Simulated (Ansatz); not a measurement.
The cluster Sc8O12, relaxed as a singlet with RKS PBE-D4/def2-SVP in Ansatz, starting from the GFN1-xTB geometry. Force threshold 0.03 eV/Å.

Single mean-field runs in def2-SVP are fitted with def2-universal-jkfit. The structure holds one bond between oxygen atoms, so isomers without such links may lie far lower. The restricted singlet is unstable: a solution with broken spin symmetry lies lower. Another isomer (singlet) lies 3.40 eV lower at PBE0-D4/def2-TZVP; other spin states weren't run for this one.

Start:

```
atom    x (Å)    y (Å)    z (Å)
 Sc1  -0.3085   1.5794   1.0529
 Sc2  -1.9070   3.9242   3.4641
 Sc3   0.5111   0.3949  -3.2522
 Sc4   0.1160  -1.0817   1.3718
 Sc5   1.1401  -4.0068  -3.1105
 Sc6  -2.0346  -0.7609  -2.5893
 Sc7   0.7178   4.1904   2.9771
 Sc8   1.2167  -3.2162  -0.6865
  O9  -1.5692   2.3829   2.3519
 O10   0.9444  -2.3492  -4.1867
 O11  -0.0866   1.3245  -0.8639
 O12  -1.4526   0.8635  -0.5038
 O13   0.7871  -1.3504  -1.1009
 O14  -2.6932   4.3836   4.9082
 O15   2.1861  -2.8829   0.8303
 O16   0.8686   3.1950   1.0182
 O17   1.0723  -3.7923   1.0270
 O18  -0.3408  -2.9775  -3.9214
 O19  -0.4889  -2.0984  -0.8586
 O20   1.3212   2.2778   2.0722
```

```tsv
step	energy (eV)	largest force component (eV/Å)	SCF passes
1	-190050.3230	4.686	178
2	-190054.1194	2.407	73
3	-190057.0625	2.668	94
4	-190059.2973	6.456	45
5	-190062.8369	5.279	55
6	-190065.2362	2.151	46
7	-190067.1111	4.186	45
8	-190069.0589	2.770	50
9	-190070.3581	1.150	40
10	-190071.0073	1.126	38
11	-190071.6206	1.027	42
14	-190074.1179	4.956	59
17	-190079.8518	2.497	37
20	-190083.0125	3.165	45
23	-190086.5535	0.893	35
26	-190087.9873	0.951	33
29	-190089.0290	0.430	33
32	-190089.5958	0.752	31
35	-190090.2678	0.594	30
38	-190090.8131	0.389	32
41	-190091.2970	0.405	33
44	-190091.3751	0.107	27
46	-190091.3779	0.028	27
```

Force components are those of the run's own axes.

End:

Cartesian coordinates in Å:
```
Sc -1.680 1.219 0.143
Sc -1.445 4.358 2.513
Sc 0.547 0.607 -1.824
Sc 0.380 -0.741 1.355
Sc 1.467 -1.496 -3.547
Sc -1.301 -1.491 -1.355
Sc 0.515 2.291 1.941
Sc 0.941 -3.116 -0.382
O -1.553 2.695 1.595
O 2.049 0.168 -3.001
O -1.480 0.767 -1.708
O -1.580 -0.652 0.603
O 0.688 -1.147 -0.747
O 0.313 4.104 2.809
O 1.801 -2.313 1.398
O 0.398 1.405 0.115
O 0.407 -2.837 1.562
O -0.297 -1.109 -3.117
O -0.795 -3.317 -1.086
O 0.623 0.606 2.731
```

Bonds lost: Sc1–O20, Sc4–O19, O10–O18, O11–O12, O13–O19, O16–O20 (atoms count from 1). Bonds formed: Sc3–O16, Sc3–O18, Sc4–O12, Sc4–O16, Sc4–O20, Sc6–O11, Sc6–O13, Sc6–O18 (atoms count from 1). Metal–metal contacts that move far: Sc4–Sc7 5.54 to 3.09 Å, Sc3–Sc5 4.45 to 2.87 Å, Sc6–Sc8 4.50 to 2.94 Å, Sc1–Sc6 4.66 to 3.12 Å, Sc1–Sc3 4.54 to 3.03 Å, Sc3–Sc4 4.87 to 3.46 Å.

No frequencies were taken in this run, so the end may be a saddle point.

Run time 4.2 min (2 threads of AMD EPYC 7R13 on a shared host and a share (18 GiB) of an NVIDIA H100 80GB HBM3), peak host memory 1 GiB.
